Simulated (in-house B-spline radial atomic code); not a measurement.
Configurations of Pd III (Pd2+), with energies counted from [Kr] 4d8. Level of theory: scalar-relativistic (X2C) HSE06, spin-polarised, spherical fractional occupations, exact exchange averaged over the configuration, Fermi nucleus of rms radius 4.5318 fm; calculated with a radial B-spline atomic code at the basis-set limit. Shells without spins written out take the highest spin.

Occupations are held fixed; configurations that lie above the ionisation limit could autoionise.

```json
{"configuration": "[Kr] 4d7 5s1", "E - E(ref) (eV)": "6.4803", "highest orbital": "5s up", "its <r> (bohr)": "2.505"}
{"configuration": "[Kr] 4d7 5d1", "E - E(ref) (eV)": "21.154", "highest orbital": "5d up", "its <r> (bohr)": "4.383"}
{"configuration": "[Kr] 4d7 4f1", "E - E(ref) (eV)": "24.803", "highest orbital": "4f up", "its <r> (bohr)": "5.322"}
{"configuration": "[Ar] 3d10 4s2 4p5 4d9", "E - E(ref) (eV)": "50.221", "highest orbital": "4d down", "its <r> (bohr)": "1.367"}
{"configuration": "[Ar] 3d10 4s2 4p5 4d8 5p1", "E - E(ref) (eV)": "64.064", "highest orbital": "5p up", "its <r> (bohr)": "2.965"}
```

(1) Order these further configurations by energy, lowest first.
A. [Kr] 4d7 5p1
B. [Ar] 3d10 4s2 4p5 4d8 5f1
C. [Ar] 3d10 4s2 4p5 4d8 5s1
D. [Kr] 4d7 5f1
E. [Ar] 3d10 4s2 4p5 4d8 5d1

Answers

(1) A (13.204 eV), D (27.466 eV), C (57.285 eV), E (72.053 eV), B (78.416 eV).
